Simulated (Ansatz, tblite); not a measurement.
Cost and result up the ladder for Al4P4 (8 atoms). Total charge 0; singlet. Geometry: PBE-D4/def2-SVP.

```xyz
8

Al   -0.184   -1.457   -1.373
Al    0.846    1.193   -1.379
Al   -0.846   -1.193    1.379
Al    0.184    1.457    1.373
P    -0.194    0.068   -2.990
P     1.886    2.318    0.231
P    -1.517    0.595    2.516
P    -0.174   -2.982    0.244
```

Ansatz on 4 threads of Arm Neoverse N1 on a shared host; xTB runs through tblite on one thread. Times are rough, summed over both states, and most runs start from the orbitals of an earlier one. No level here is sound enough to serve as a yardstick. The other state is a doublet.

The xTB rows come from tblite. HOMO above LUMO, or a gap near zero within one spin, warns that the state may not be the lowest or that an electron is smeared out. The structure comes from a short search, and lower isomers may exist.

Raw xTB energies of ions are shifted by several eV.

| level | functions | wall time |
| --- | --- | --- |
| GFN1-xTB | 72 | 0.054 s |
| GFN2-xTB | 72 | 0.054 s |
| PBE-D4/def2-TZVP | 296 | 31 s |
| r2SCAN-D4/def2-TZVP (with forces) | 296 | 2.5 min |

Q: Estimate what each level gives for the vertical IE (eV).

A: 
| level | vertical IE (eV) | remarks |
| --- | --- | --- |
| GFN1-xTB | 12.00 | – |
| GFN2-xTB | 10.48 | – |
| PBE-D4/def2-TZVP | 7.80 | gap within one spin near zero (+1 doublet) |
| r2SCAN-D4/def2-TZVP (with forces) | 7.93 | gap within one spin near zero (+1 doublet) |
